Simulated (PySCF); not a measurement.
# `[BH3-][P@+](C)(C#C)C(F)=C(F)F`, C5H7BF3P

Cartesian coordinates in Å; atom numbers follow the order of the lines, from 1:
```xyz
17

B     0.3568   -0.7640    1.9913
P     0.1624   -0.3527    0.1305
C    -0.0683   -1.7524   -1.0263
C     1.3911    0.6063   -0.6894
C     2.3007    1.2381   -1.1573
C    -1.3242    0.6405   -0.2818
F    -2.3908   -0.0417   -0.7355
C    -1.4317    1.9357   -0.0126
F    -2.4913    2.7064   -0.1936
F    -0.4092    2.6370    0.4532
H     1.3397   -1.4338    2.0313
H    -0.6425   -1.3627    2.2421
H     0.4533    0.2782    2.5510
H    -0.2131   -1.4101   -2.0497
H     0.8175   -2.3833   -0.9692
H    -0.9326   -2.3305   -0.7011
H     3.0752    1.8007   -1.5929
```

Computed with PySCF 2.14.0, GIAO KT1/3-21G magnetisability, rotational g tensor and spin-rotation constants, non-relativistic, gas phase. Geometry: GFN2-xTB.

(1) What are the magnetisability and the molar susceptibility?

(2) Split it along the inertial axes a, b, c into diamagnetic and paramagnetic parts about the centre of mass, with the quadrupole moment.

(3) And the rotational g tensor?

Answers

(1) Isotropic -1648 × 10⁻³⁰ J/T², or -99.2 × 10⁻⁶ cm³/mol; principal values -1703, -1653, -1587 × 10⁻³⁰ J/T², anisotropy 101 × 10⁻³⁰ J/T² (root of half the summed squared differences of the principal values). The susceptibility is in cgs units.

(2) 
```tsv
axis	χ (10⁻⁶ cm³/mol)	diamagnetic (10⁻⁶ cm³/mol)	paramagnetic (10⁻⁶ cm³/mol)	summed x² of all electrons (Å²)	quadrupole Θ (D Å)
a	-95.9	-964.5	868.6	238.6	+0.65
b	-100.8	-1362.8	1261.9	144.8	+9.63
c	-100.9	-1626.5	1525.6	82.6	-10.28
```
Anisotropies 2χaa − χbb − χcc = +10.0 and 2χbb − χaa − χcc = -4.8 × 10⁻⁶ cm³/mol. Θ is traceless in Buckingham's convention.

(3) 
| axis | rotational constant (GHz) | g | nuclear part | electronic part |
| --- | --- | --- | --- | --- |
| a | 1.3872 | -0.0134 | 0.5527 | -0.5661 |
| b | 0.9135 | -0.0089 | 0.5326 | -0.5416 |
| c | 0.7374 | -0.0031 | 0.5254 | -0.5285 |

Asymmetric top; isotopes 11B, 12C, 19F, 1H, 31P; no vibrational averaging.
